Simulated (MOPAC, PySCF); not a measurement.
Br₃Ga, SMILES `[Ga]([Br])([Br])[Br]`, neutral singlet in the gas phase. 

Z-matrix (Å, degrees):
```
Ga
Br 1 2.2610
Br 1 2.2610 2 119.99
Br 1 2.2610 2 120.00 3 180.00
```
Charge 0, spin multiplicity 1.

All levels are single points at this geometry (PBE0-D4/def2-TZVP); Pople sets use spherical d functions. Orbital energies aren't observables, and empty levels follow the basis.

| level | HOMO (eV) | LUMO (eV) | gap (eV) | dipole (D) | vertical IE, Delta-SCF (eV) |
|---|---|---|---|---|---|
| B3LYP-D3(BJ)/def2-TZVP in PySCF | -8.42 | -2.53 | 5.89 | 0.00 | 10.45 |
| PBE-D3(BJ)/def2-TZVP in PySCF | -7.41 | -3.09 | 4.31 | 0.00 | 10.03 |
| PBE0-D4/def2-TZVP in PySCF | -8.71 | -2.22 | 6.48 | 0.00 | 10.58 |
| B3LYP/3-21G in PySCF | -8.13 | -2.21 | 5.92 | 0.00 | – |
| B3LYP/6-311+G** (LANL2DZ on Br, Ga) in PySCF | -8.57 | -2.71 | 5.86 | 0.00 | – |
| B3LYP/6-31G* in PySCF | -8.35 | -2.59 | 5.76 | 0.00 | 10.42 |
| B3LYP/LANL2DZ in PySCF | -8.57 | -2.71 | 5.86 | 0.00 | – |
| BP86/6-31G* in PySCF | -7.45 | -3.32 | 4.13 | 0.00 | – |
| M06-2X/6-31G* in PySCF | -9.92 | -1.40 | 8.52 | 0.00 | – |
| PBE/6-31G* in PySCF | -7.35 | -3.18 | 4.17 | 0.00 | 10.01 |
| HF/3-21G in PySCF | -11.50 | 1.05 | 12.55 | 0.00 | – |
| AM1 in MOPAC | -11.51 | -3.75 | 7.76 | 0.00 | – |
| PM6 in MOPAC | -11.27 | -2.41 | 8.86 | 0.00 | – |
